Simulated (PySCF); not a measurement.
PySCF input (TPSS/def2-TZVPD):

```python
from pyscf import gto, scf, dft

mol = gto.M(
    atom='''
    O    -0.00000000   -0.00000000   -1.03556991
    Si    0.00000000    0.00000000    0.45356387
    H     0.00000000    0.00000000    1.93466511
    ''',
    basis='def2-tzvpd',
    charge=1,
    spin=0,
    verbose=4,
)

mf = dft.RKS(mol, xc='tpss').density_fit(auxbasis='def2-universal-jkfit')
mf.grids.level = 3
mf.conv_tol = 1e-9
mf.max_cycle = 100
mf.max_memory = 1500
mf.kernel()
if not mf.converged:
    mf = mf.newton()
    mf.kernel(mf.make_rdm1())
mf.analyze()
```

End of the output:

```
Extra cycle  E= -365.010252469246  delta_E= 1.93e-11  |g|= 9.99e-06  |ddm|= 8.15e-06
converged SCF energy = -365.010252469246
**** SCF Summaries ****
Total Energy =                        -365.010252469245984
Nuclear Repulsion Energy =              46.227505874967591
One-electron Energy =                 -590.169720473945404
Two-electron Energy =                  178.931962129731858
Two-electron Coulomb Energy =          208.518091077403881
DFT Exchange-Correlation Energy =      -29.586128947672020
HOMO-LUMO gap [eV] =                     5.054960112857295
**** MO energy ****
MO #1   energy= -66.0548349765078  occ= 2
MO #2   energy= -19.1816950279189  occ= 2
MO #3   energy= -5.4902236273623   occ= 2
MO #4   energy= -3.86760591266321  occ= 2
MO #5   energy= -3.86760591266317  occ= 2
MO #6   energy= -3.8569062152424   occ= 2
MO #7   energy= -1.18024090022153  occ= 2
MO #8   energy= -0.772674677424725 occ= 2
MO #9   energy= -0.623847134473351 occ= 2
MO #10  energy= -0.583615473417479 occ= 2
MO #11  energy= -0.583615473417465 occ= 2
MO #12  energy= -0.397849114102215 occ= 0
MO #13  energy= -0.378859985748222 occ= 0
MO #14  energy= -0.378859985748205 occ= 0
MO #15  energy= -0.171198020957647 occ= 0
MO #16  energy= -0.125415841336884 occ= 0
MO #17  energy= -0.125415459918086 occ= 0
MO #18  energy= -0.0962600666946696 occ= 0
MO #19  energy= -0.0962600666946501 occ= 0
MO #20  energy= -0.0906647306589634 occ= 0
MO #21  energy= -0.0782136194148617 occ= 0
MO #22  energy= -0.0782136194148164 occ= 0
MO #23  energy= -0.0548212799964499 occ= 0
MO #24  energy= -0.0165230840666818 occ= 0
MO #25  energy= 0.0242007971284291 occ= 0
MO #26  energy= 0.0242007971284741 occ= 0
MO #27  energy= 0.0375541773129683 occ= 0
MO #28  energy= 0.0646731711302593 occ= 0
MO #29  energy= 0.0646739889195925 occ= 0
MO #30  energy= 0.109310419857022  occ= 0
MO #31  energy= 0.111792365790064  occ= 0
MO #32  energy= 0.11179236579008   occ= 0
MO #33  energy= 0.153509737133096  occ= 0
MO #34  energy= 0.153509737133141  occ= 0
MO #35  energy= 0.198607156982565  occ= 0
MO #36  energy= 0.212236158635461  occ= 0
MO #37  energy= 0.212236267695455  occ= 0
MO #38  energy= 0.220171754681514  occ= 0
MO #39  energy= 0.278008474126352  occ= 0
MO #40  energy= 0.316247664574433  occ= 0
MO #41  energy= 0.316247664574477  occ= 0
MO #42  energy= 0.420396910812038  occ= 0
MO #43  energy= 0.573791792207426  occ= 0
MO #44  energy= 0.57379179220755   occ= 0
MO #45  energy= 0.575626009167122  occ= 0
MO #46  energy= 0.664809516722792  occ= 0
MO #47  energy= 0.686883490165718  occ= 0
MO #48  energy= 0.686883490165794  occ= 0
MO #49  energy= 0.72049953666089   occ= 0
MO #50  energy= 0.720504206438569  occ= 0
MO #51  energy= 0.731412747937469  occ= 0
MO #52  energy= 0.744314647220758  occ= 0
MO #53  energy= 0.74431464722077   occ= 0
MO #54  energy= 0.794999532416558  occ= 0
MO #55  energy= 0.795000463962523  occ= 0
MO #56  energy= 0.867165068087795  occ= 0
MO #57  energy= 0.867165068087881  occ= 0
MO #58  energy= 0.939278806881227  occ= 0
MO #59  energy= 1.14489287423578   occ= 0
MO #60  energy= 1.14489287423585   occ= 0
MO #61  energy= 1.16890841542874   occ= 0
MO #62  energy= 1.41362547211041   occ= 0
MO #63  energy= 1.46836865625677   occ= 0
MO #64  energy= 1.46836873905504   occ= 0
MO #65  energy= 1.54461400705859   occ= 0
MO #66  energy= 1.54461400705862   occ= 0
MO #67  energy= 2.00029057780067   occ= 0
MO #68  energy= 2.0002905778007    occ= 0
MO #69  energy= 2.02836721312558   occ= 0
MO #70  energy= 2.5733466139734    occ= 0
MO #71  energy= 2.57334661397341   occ= 0
MO #72  energy= 2.60128650852923   occ= 0
MO #73  energy= 2.74215137760079   occ= 0
MO #74  energy= 2.77488309555392   occ= 0
MO #75  energy= 3.6274217818103    occ= 0
MO #76  energy= 4.8630138560441    occ= 0
MO #77  energy= 4.86301385604412   occ= 0
MO #78  energy= 4.92108458184792   occ= 0
MO #79  energy= 4.92109069927953   occ= 0
MO #80  energy= 5.00060319581661   occ= 0
MO #81  energy= 5.00060319581663   occ= 0
MO #82  energy= 5.18775140569097   occ= 0
MO #83  energy= 5.72025731808162   occ= 0
MO #84  energy= 5.72025731808167   occ= 0
MO #85  energy= 6.06524569780986   occ= 0
MO #86  energy= 6.06532654383994   occ= 0
MO #87  energy= 6.29069518184245   occ= 0
MO #88  energy= 6.34304279111723   occ= 0
MO #89  energy= 6.34304279111729   occ= 0
MO #90  energy= 6.64860320693283   occ= 0
MO #91  energy= 10.7342407335756   occ= 0
MO #92  energy= 43.2747859343605   occ= 0
 ** Mulliken pop on meta-lowdin orthogonal AOs  **
 ** Mulliken pop  **
pop of  0 O 1s            1.99996
pop of  0 O 2s            1.77308
pop of  0 O 3s            0.00347
pop of  0 O 4s            0.00096
pop of  0 O 5s            0.00046
pop of  0 O 6s            0.00019
pop of  0 O 2px           1.54599
pop of  0 O 2py           1.54599
pop of  0 O 2pz           1.54459
pop of  0 O 3px           0.00073
pop of  0 O 3py           0.00073
pop of  0 O 3pz           0.00077
pop of  0 O 4px           0.00165
pop of  0 O 4py           0.00165
pop of  0 O 4pz           0.00153
pop of  0 O 5px           0.00094
pop of  0 O 5py           0.00094
pop of  0 O 5pz           0.00093
pop of  0 O 3dxy          0.00000
pop of  0 O 3dyz          0.00706
pop of  0 O 3dz^2         0.01073
pop of  0 O 3dxz          0.00706
pop of  0 O 3dx2-y2       0.00000
pop of  0 O 4dxy          0.00000
pop of  0 O 4dyz          0.00121
pop of  0 O 4dz^2         0.00244
pop of  0 O 4dxz          0.00121
pop of  0 O 4dx2-y2       0.00000
pop of  0 O 5dxy          0.00000
pop of  0 O 5dyz          0.00004
pop of  0 O 5dz^2         0.00017
pop of  0 O 5dxz          0.00004
pop of  0 O 5dx2-y2       0.00000
pop of  0 O 4f-3          0.00000
pop of  0 O 4f-2          0.00000
pop of  0 O 4f-1          0.00036
pop of  0 O 4f+0          0.00045
pop of  0 O 4f+1          0.00036
pop of  0 O 4f+2          0.00000
pop of  0 O 4f+3          0.00000
pop of  1 Si 1s           1.99999
pop of  1 Si 2s           1.99964
pop of  1 Si 3s           0.99998
pop of  1 Si 4s           0.01289
pop of  1 Si 5s           0.00121
pop of  1 Si 6s           0.00034
pop of  1 Si 2px          1.99983
pop of  1 Si 2py          1.99983
pop of  1 Si 2pz          1.99987
pop of  1 Si 3px          0.41458
pop of  1 Si 3py          0.41458
pop of  1 Si 3pz          0.71138
pop of  1 Si 4px          0.01127
pop of  1 Si 4py          0.01127
pop of  1 Si 4pz          0.02552
pop of  1 Si 5px          0.00009
pop of  1 Si 5py          0.00009
pop of  1 Si 5pz          0.00281
pop of  1 Si 6px          0.00001
pop of  1 Si 6py          0.00001
pop of  1 Si 6pz          0.00028
pop of  1 Si 3dxy         0.00000
pop of  1 Si 3dyz         0.01010
pop of  1 Si 3dz^2        0.00489
pop of  1 Si 3dxz         0.01010
pop of  1 Si 3dx2-y2      0.00000
pop of  1 Si 4dxy         0.00000
pop of  1 Si 4dyz         0.00347
pop of  1 Si 4dz^2        0.00183
pop of  1 Si 4dxz         0.00347
pop of  1 Si 4dx2-y2      0.00000
pop of  1 Si 5dxy         0.00000
pop of  1 Si 5dyz         0.00028
pop of  1 Si 5dz^2        0.00088
pop of  1 Si 5dxz         0.00028
pop of  1 Si 5dx2-y2      0.00000
pop of  1 Si 4f-3         0.00000
pop of  1 Si 4f-2         0.00000
pop of  1 Si 4f-1         0.00066
pop of  1 Si 4f+0         0.00195
pop of  1 Si 4f+1         0.00066
pop of  1 Si 4f+2         0.00000
pop of  1 Si 4f+3         0.00000
pop of  2 H 1s            0.87552
pop of  2 H 2s            0.01424
pop of  2 H 3s            0.00076
pop of  2 H 2px           0.00066
pop of  2 H 2py           0.00066
pop of  2 H 2pz           0.00618
pop of  2 H 3px           0.00105
pop of  2 H 3py           0.00105
pop of  2 H 3pz           0.00014
 ** Mulliken atomic charges  **
charge of    0O =     -0.45568
charge of    1Si =      1.35594
charge of    2H =      0.09974

WARN: System has nonzero charge 1; the dipole moment is origin-dependent.
Location of origin: [0. 0. 0.]

Dipole moment(X, Y, Z, Debye): -0.00000,  0.00000,  5.48045
```
